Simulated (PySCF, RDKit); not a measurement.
Internal rotation in C₅H₁₄OSi, SMILES CO[SiH2]CC(C)C. Scanned: dihedral O2–Si3–C4–C5; all other coordinates were relaxed at GFN2-xTB. Points at φ and −φ are mirror images. Heavy atoms are numbered in the order of the SMILES CO[SiH2]CC(C)C, hydrogens after them in the order of the atoms that carry them; the mirror image has the same energies with the sign of each dihedral reversed.

- RKS-BP86/6-31G* = restricted BP86/6-31G*, spherical d, density fitting // GFN2-xTB (PySCF 2.14.0)
- RHF/6-31G* = restricted Hartree-Fock/6-31G*, spherical d, density fitting // GFN2-xTB run with PySCF
- MMFF94 // GFN2-xTB (RDKit)

Energies in kcal/mol, each method relative to its own lowest point.

```csv
φ / °,RKS-BP86/6-31G*,RHF/6-31G*,MMFF94
-160,0.62,0.58,1.99
-140,0.81,0.96,2.65
-120,1.03,1.35,2.63
-100,0.72,0.71,1.36
-80,0.18,0.16,0.00
-60,0.00,0.04,0.48
-40,0.11,0.00,0.96
-20,0.74,0.65,1.44
0,1.29,1.34,1.56
20,0.74,0.65,1.44
40,0.11,0.00,0.96
60,0.00,0.04,0.48
80,0.18,0.16,0.00
100,0.72,0.71,1.36
120,1.03,1.35,2.63
140,0.81,0.96,2.65
160,0.62,0.58,1.99
180,0.81,0.76,1.13
```

MMFF94 has few fitted parameters for silicon.
